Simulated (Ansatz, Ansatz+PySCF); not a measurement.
```xyz
4

O     0.0000    0.0000   -0.8912
O     0.0000    0.0000    0.8912
Li   30.0000    0.0000   -0.8788
H    30.0000    0.0000    2.6364
```

Basis set: 6-31G (spherical functions). Correlated methods keep 2 orbitals frozen. Correlation on ROHF uses semicanonical orbitals with singles. Charge 0, multiplicity 3.

Computed with Ansatz (development build ahead of 0.2.0); each method stands on the lowest determinant of its kind that the runs found.

Problem. Give the atomization energy at this shape (free ground-state atoms in the same class of orbitals less the molecule, no zero-point energy) of triplet LiHO₂ by UHF-CCSD(T), UHF-MP2, ROHF-MP2, UHF, ROHF, ROHF-CCSD(T).

Solution.

| method | atomization energy |
| --- | --- |
| UHF-CCSD(T) | 0.60 eV |
| UHF-MP2 | -0.22 eV |
| ROHF-MP2 | -2.40 eV |
| UHF | -0.58 eV |
| ROHF | -4.21 eV |
| ROHF-CCSD(T) | 2.50 eV |

Caution: the shape is not the minimum. Caution for UHF-CCSD(T), UHF-MP2, ROHF-MP2, ROHF-CCSD(T): a plain start can end on a higher determinant; large amplitudes, a single reference is doubtful. Caution for UHF-CCSD(T), ROHF-MP2: another reference gives a lower total. Caution for UHF-CCSD(T): the program doubts this total; the program finds a lower state of this spin. Caution for UHF-CCSD(T), UHF-MP2, UHF: the unrestricted determinant is a mixture of spin states. Caution for UHF-MP2, ROHF-MP2: forces differ strongly between restricted and unrestricted references. Caution for ROHF-MP2, ROHF, ROHF-CCSD(T): an unrestricted determinant lies well below. Caution for ROHF-MP2, ROHF: the molecule lies well above its atoms at this level.

This basis has no polarisation functions and is too small for such energies, which can lie far from measured ones in either direction.
